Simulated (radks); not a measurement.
The table gives one normalised radial function P(r) = r R(r) of He+ in 1s1 (r in bohr). Calculated with a radial shooting solver on a logarithmic mesh with Libxc functionals: non-relativistic Kohn-Sham, OLYP, spin-polarised, spherical densities, point nucleus; open shells are filled with parallel spins first.

| r | P |
|---|---|
| 0.03133 | 0.1675 |
| 0.03648 | 0.1930 |
| 0.04246 | 0.2219 |
| 0.04943 | 0.2548 |
| 0.05755 | 0.2918 |
| 0.067 | 0.3333 |
| 0.07799 | 0.3795 |
| 0.0908 | 0.4305 |
| 0.1057 | 0.4863 |
| 0.1231 | 0.5466 |
| 0.1433 | 0.6108 |
| 0.1668 | 0.6781 |
| 0.1942 | 0.7468 |
| 0.226 | 0.8151 |
| 0.2631 | 0.8804 |
| 0.3063 | 0.9392 |
| 0.3566 | 0.9878 |
| 0.4151 | 1.0219 |
| 0.4833 | 1.0371 |
| 0.5626 | 1.0292 |
| 0.655 | 0.9950 |
| 0.7625 | 0.9333 |
| 0.8877 | 0.8451 |
| 1.033 | 0.7348 |
| 1.203 | 0.6106 |
| 1.401 | 0.4826 |
| 1.63 | 0.3608 |
| 1.898 | 0.2531 |
| 2.21 | 0.1644 |
| 2.572 | 0.0972 |
| 2.995 | 0.0515 |

Which n and l does it have? It may be an empty orbital.

Answer. n = 1, l = 0: the number of nodes gives n - l - 1 = 0, the rise at small r (about r^(l+1)) gives l, and the extent must fit the shell. The curve is that of 1s up; the table hardly tells the two spins apart. 1s up: eigenvalue -41.883 eV, 0 radial nodes, <r> = 0.758 bohr, 90 % of the charge inside 1.35 bohr.
